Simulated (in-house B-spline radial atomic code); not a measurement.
## RPA and G0W0 on LDA exchange-only: Sb³⁺

Configuration [Kr] 4d10 5s2, mean-field start LDA exchange-only. Computed with a B-spline radial code for spherical atoms: all electrons, non-relativistic, point nucleus, each spin shell either full or empty, empty states to l = 9 with an (l + 1/2)⁻⁴ tail; G0W0 by contour deformation at full frequency.

Without relativity these are model numbers: it shifts the levels of so heavy an element strongly and can reorder them.

Command:
```bash
python run_gw.py task.json out
```
Settings (radii: box in bohr, nucleus in fm):
```
Z                        51
electrons                48
configuration            [Kr] 4d10 5s2
hamiltonian              nr
method                   lda,
lmax                     9
spin_polarised           False
box_radius               14.14
intervals                53
ion_configuration        [Kr] 4d10 5s1
```

Time taken, with all properties: 4.1 s on 1 thread of AMD EPYC 7R13 Processor (shared host).

Energies (hartree):

| term | value |
| --- | --- |
| mean-field total | -6303.81092 |
| Hartree-Fock functional on these orbitals | -6311.64787 |
| direct second order | -4.3463 |
| second-order exchange | 1.1895 |
| SOSEX correction | 1.0942 |

Question: What is the RPA correlation energy, and what remains with SOSEX?

Answer: RPA gives -3.7716 hartree (-2.14 eV per electron); RPA + SOSEX gives -2.6774, and the second-order doubles -3.1568 hartree (no singles). SOSEX takes back 29 % of the RPA value.

Quasi-particle levels (eV):

```tsv
level	occupied	mean field	Σx - vxc	Σc	QP weight	G0W0
5s	yes	-36.59	-3.88	?	?	?
5p	no	-27.881	4.37	-1.60	0.945	-25.108
```

G0W0 = mean field + (Σx - vxc) + Σc, with Σc (partial-wave tail included) taken at the quasi-particle energy. Only the outer levels were computed. Levels of low weight are left out.

Question: Where does G0W0 put 5s?

Answer: At -42.72 eV, with Σc = -2.25 eV and a quasi-particle weight of 0.947. The tabulated removal energy is 43.804 ± 0.025 eV (NIST, measured); the calculation leaves out relativity, Breit and QED terms, and what these don't explain is the method's own error.

Question: What does it cost to remove one electron (to [Kr] 4d10 5s1) by differences of total energies, each species on its own start (correlation terms add to the Hartree-Fock functional)?

Answer: LDA exchange-only 41.34 eV, Hartree-Fock functional 40.08 eV, + RPA 42.66 eV, + RPA + SOSEX 42.07 eV, + second order 43.69 eV. Tabulated: 43.804 ± 0.025 eV (NIST, measured); the calculation leaves out relativity, Breit and QED terms, and what these don't explain is the method's own error.
